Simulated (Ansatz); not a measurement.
A run for Ansatz (a first-principles code): U-CCSD(T)/cc-pV(D+d)Z on Cl2H2Si (SMILES Cl[SiH2]Cl), a point of a bond scan (R = 2.205 Å). Files ending in .json are basis or fitting sets from the Basis Set Exchange.

Ansatz 0.2 input:
```yaml
crystal:
  periodic: [false, false, false]
  atoms:
    - {symbol: Cl, position_ang: [-1.67606876, 0.43374004, -0.00367205]}
    - {symbol: Si, position_ang: [-0.01146751, -0.76596349, 0.02370896]}
    - {symbol: Cl, position_ang: [1.68829371, 0.38281595, -0.02160291]}
    - {symbol: H, position_ang: [-0.01908410, -1.92882859, 1.89717592]}
    - {symbol: H, position_ang: [-0.03073375, -1.61675610, -1.17493812]}
basis:
  gaussian:
    orbitals: cc-pV_D+d_Z.json
correlation: {method: ccsd_t, electrons: outside_noble_gas}
scf: {omitted_lower_state_checks: [cluster_reference]}
magnetization: {spin_polarized: true, initial_magnetization: 0}
```

Output:

```
WARN ansatz: RAYON_NUM_THREADS=2 ignored (pool sized by the plan → 2); use --threads N
Functional definition: HF
these checks for a lower state are left out or cut short: cluster_reference
integrals: 0.11 GiB planned
818 factors; integrals over basis functions are off by at most 1.1e-3 eV
mean field: 0.36 GiB planned
mean field evaluation 1: about -32900.8741 eV, gradient 1.2e1 eV
mean field evaluation 2: about -32900.8972 eV, gradient 1.2e1 eV
mean field evaluation 4: about -32901.9964 eV, gradient 1.1e0 eV
mean field evaluation 8: about -32902.0123 eV, gradient 1.2e-3 eV
mean field evaluation 16: about -32902.0502 eV, gradient 1.6e-2 eV
mean field -32902.05018023 eV, -1209.1280423127 hartree, gradient 1.1e-6 eV, S^2 0.209737; 3 other end points of the search recorded, 0 dependent functions left out
15 core orbitals not correlated
reference -32902.05018023 eV, -1209.1280423127 hartree; 10, 10 occupied and 54, 54 virtual orbitals, 818 factors
second order -10.08115293 eV of doubles, -0.00000000 eV of singles
coupled cluster: 0.28 GiB planned
cycle   1  -10.91576219 eV  change   -8.3e-1 eV  update   8.6e-2
cycle   2  -11.26549971 eV  change   -3.5e-1 eV  update   4.8e-2
cycle   3  -11.40758405 eV  change   -1.4e-1 eV  update   3.5e-2
cycle   4  -11.48112616 eV  change   -7.4e-2 eV  update   2.4e-2
cycle   5  -11.50121388 eV  change   -2.0e-2 eV  update   8.8e-3
cycle   6  -11.50812675 eV  change   -6.9e-3 eV  update   2.6e-3
cycle   7  -11.50914200 eV  change   -1.0e-3 eV  update   8.6e-4
cycle   8  -11.50885774 eV  change    2.8e-4 eV  update   3.0e-4
cycle   9  -11.50881073 eV  change    4.7e-5 eV  update   1.1e-4
cycle  10  -11.50884441 eV  change   -3.4e-5 eV  update   3.2e-5
cycle  11  -11.50885055 eV  change   -6.1e-6 eV  update   1.1e-5
coupled cluster: 0.28 GiB planned
perturbative correction -0.30940708 eV, -0.0113705006 hartree
Total energy: -32913.86843787 eV, -1209.5623552702 hartree
Checks for a lower state left out: cluster_reference
```

The calculation finished and met its thresholds. Its determinant has ⟨S²⟩ = 0.21, a mixture of spin states.

Cost: roughly 5 core-seconds.
